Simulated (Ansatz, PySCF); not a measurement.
Breaking the Ge1–H3 bond in GeH3I (SMILES [GeH3][I]) (multiplicity 1 held, fragments rigid). Energies count from the point at 1.533 Å.
Geometry at that point (charge 0, multiplicity 1):
```xyz
5

Ge    -1.5135    -0.0284     0.0000
I      1.0256     0.0192     0.0000
H     -1.9518    -1.2672    -0.7897
H     -1.9736    -0.1057     1.4603
H     -1.9992     1.2618    -0.6708
```

Restricted levels (R-, RO-) in cc, def2 and unpolarised 6-31G sets keep to the state of the molecule at rest. Unrestricted levels (U-) break spin symmetry where that is lower. Active spaces are followed from a long bond inwards. Curves can end on different states.

Correlated levels freeze the cores. Filled d and f shells under p-block atoms count as core. Rows in 3-21G carry no dispersion term and start afresh at each structure; the Pople sets are all-electron and without relativity.

Run with Ansatz (Gaussian orbitals); PySCF for 3-21G rows.  In def2 rows elements past Kr take small-core potentials, without spin–orbit coupling.

Energies in kcal/mol.

```
R (Å)  R-HF/3-21G  R-r2SCAN/def2-TZVPP  R-MP2/def2-TZVPP  U-CCSD(T)/def2-TZVPP  FIC-MRCISD+Q on CASSCF(2,2)/def2-TZVPP
-----  ----------  -------------------  ----------------  --------------------  --------------------------------------
1.226        28.7                 28.9              31.1                  31.8                                    31.6
1.380         5.4                  5.4               6.0                   6.4                                     6.3
1.533         0.0                  0.0               0.0                   0.0                                     0.0
1.686         4.2                  4.0               4.0                   3.5                                     3.5
1.840        13.3                 12.6              13.1                  11.9                                    11.9
2.070        31.1                 28.7              30.4                  27.8                                    27.8
2.300        50.2                 45.0              48.3                  44.0                                    43.6
2.683        80.2                 68.4              74.3                  66.1                                    64.3
3.066       105.9                 85.8              93.8                  79.3                                    76.5
3.526       130.5                100.1             108.8                  84.3                                    83.0
4.139       154.2                111.1             117.1                  85.5                                    85.5
4.906       172.3                117.6             113.6                  85.7                                    86.1
```

Doubts at one or more of the structures used: a restricted determinant that unrestricted orbitals would lower (R-HF/3-21G, R-r2SCAN/def2-TZVPP, R-MP2/def2-TZVPP); a spin-contaminated determinant (U-CCSD(T)/def2-TZVPP); T1 above 0.05 (U-CCSD(T)/def2-TZVPP).

Ansatz is a first-principles code.
